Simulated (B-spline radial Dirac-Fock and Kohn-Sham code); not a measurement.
## Auger decay of the K hole in Pt⁴⁺

System: Pt⁴⁺, 1s2 2s2 2p6 3s2 3p6 3d10 4s2 4p6 4d10 4f14 5s2 5p6 5d6.

The run's input, task.json:

```json
{"items": [{
  "Z": 78,
  "q": 4,
  "cfg": [[1, 0, 2], [2, 0, 2], [2, 1, 6], [3, 0, 2], [3, 1, 6], [3, 2, 10], [4, 0, 2], [4, 1, 6], [4, 2, 10], [4, 3, 14], [5, 0, 2], [5, 1, 6], [5, 2, 6]],
  "A": 195,
  "rrms": 5.427,
  "do": ["binding", "quiet", "decay"],
  "holes": ["K", "L1", "L2", "L3", "M1", "M2", "M3", "M4", "M5", "N1", "N2", "N3", "N4", "N5", "N6", "N7"]
}]}
```

Run with: `python xray_run.py task.json out`

The computed values come from a radial finite-basis atomic code: one-electron (LDA, Dirac) transition rates at Dirac-Fock energies. Kinetic energies are configuration averages from the vacuum level; the two-hole energies are estimated from single-hole states. The rates lack the Breit term, which in heavy atoms raises K-L1L1 and K-L1L2.

```tsv
transition	kinetic energy (eV)	width (meV)	share (%)
K-L1L1	50313.7	135	8.2
K-L1L2	50935.3	195	11.8
K-L1L3	52663.5	161	9.8
K-L2L3	53227.1	371	22.5
K-L3L3	54952.0	144	8.7
K-L1M1	61045.5	53.8	3.3
K-L1M2	61305.7	43.7	2.6
K-L2M3	62303.6	71.5	4.3
K-L3M2	63626.6	65.0	3.9
K-L3M3	64019.3	56.3	3.4
```

The listed channels hold 79 % of the non-radiative rate. Summed by principal shells, of 1.65 eV in all: KLL 62.2 %, KLM 26.2 %, KLN 6.2 %, KMM 2.6 %, KMN 1.2 %, KLO 1.1 %.
